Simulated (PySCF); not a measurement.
LDA on Tb (terbium, neutral), [Xe] 4f9 5d2, one real determinant (an excited configuration). Computed with PySCF 2.14 in cc-pVDZ-X2C (8s7p5d3f1g, 84 functions), with the spin-free X2C one-electron Hamiltonian (Gaussian nucleus).

```
cycle= 2 E= -11698.1862514703  delta_E= 1.21  |g|= 3.03  |ddm|=  2.1
cycle= 3 E= -11699.71246799  delta_E= -1.53  |g|= 0.33  |ddm|= 1.49
cycle= 4 E= -11699.7291541609  delta_E= -0.0167  |g|= 0.0393  |ddm|= 0.606
cycle= 5 E= -11699.7316235818  delta_E= -0.00247  |g|= 0.0306  |ddm|= 0.473
cycle= 6 E= -11699.7258765077  delta_E= 0.00575  |g|= 0.155  |ddm|= 0.242
cycle= 7 E= -11699.7316238513  delta_E= -0.00575  |g|= 0.0365  |ddm|= 0.14
cycle= 8 E= -11699.7319283978  delta_E= -0.000305  |g|= 0.00756  |ddm|= 0.062
cycle= 9 E= -11699.7319420424  delta_E= -1.36e-05  |g|= 0.00216  |ddm|= 0.0145
cycle= 10 E= -11699.7319431039  delta_E= -1.06e-06  |g|= 0.000739  |ddm|= 0.00419
cycle= 11 E= -11699.7319431024  delta_E= 1.47e-09  |g|= 0.000748  |ddm|= 0.000111
cycle= 12 E= -11699.7319432423  delta_E= -1.4e-07  |g|= 0.00016  |ddm|= 0.001
cycle= 13 E= -11699.7319432486  delta_E= -6.28e-09  |g|= 9.75e-06  |ddm|= 0.000197
cycle= 14 E= -11699.7319432486  delta_E= -2.73e-11  |g|= 2.26e-06  |ddm|= 1.69e-05
converged SCF energy = -11699.7319432486  <S^2> = 15.831295  2S+1 = 8.020298
```

Highest occupied orbital energy: 1.729 eV; ⟨L²⟩ = 37.06; populations by l: s 10.00, p 24.07, d 22.00, f 8.93.

Problem. Can this result be used?

Solution. Not for this state. The calculation finished and met its thresholds. ⟨L²⟩ = 37.06 against 72 for a pure L term, so this real determinant mixes terms. Spin-orbit coupling, absent here, splits the open shell strongly. ⟨S²⟩ = 15.83 against 15.75 shows spin contamination. At LDA the highest occupied level has a positive energy, so only the finite basis holds that electron; for this excited configuration the basis is too tight for the outer shell.
